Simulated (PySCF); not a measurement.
H6AlO2Si2, charge +1, singlet, at a GFN2-xTB geometry (such geometries of metal compounds can be far from the true shape).

PySCF was given this input:
```python
from pyscf import gto, scf, dft

mol = gto.Mole()
mol.atom = '''
    Al    0.00000000   -0.00000000   -0.00000000
    O    -1.35076414    0.16845009    0.86244077
    Si   -2.81839043    0.35147375    1.79949611
    H    -2.60943543   -0.64800399    2.84364877
    H    -3.83169504    0.04015784    0.79492213
    H    -2.71613638    1.74982381    2.20819395
    O     1.35076414   -0.16845009   -0.86244077
    Si    2.81839043   -0.35147375   -1.79949611
    H     2.37190485   -1.27348421   -2.84037077
    H     3.72579932   -0.89679443   -0.79346074
    H     3.05956268    1.02830098   -2.21293335
'''
mol.basis = '3-21g'
mol.charge = 1
mol.verbose = 5
mol.build()

mf = dft.RKS(mol)
mf.xc = 'b3lyp5'
mf.kernel()
```

### Question
What does this run give for the Mulliken (on the basis functions themselves) charges in atom order, number of basis functions, HOMO-LUMO gap, nuclear repulsion energy, total energy, HOMO energy?

### Answer

* **Mulliken (on the basis functions themselves) charges in atom order**: Al1 1.49, O2 -0.83, Si3 0.89, H4 -0.10, H5 -0.10, H6 -0.10, O7 -0.83, Si8 0.89, H9 -0.10, H10 -0.10, H11 -0.10
* **number of basis functions**: 69
* **HOMO-LUMO gap**: 5.20 eV
* **nuclear repulsion energy**: 307.0557 Eh
* **total energy**: -969.8998 Eh
* **HOMO energy**: -12.63 eV
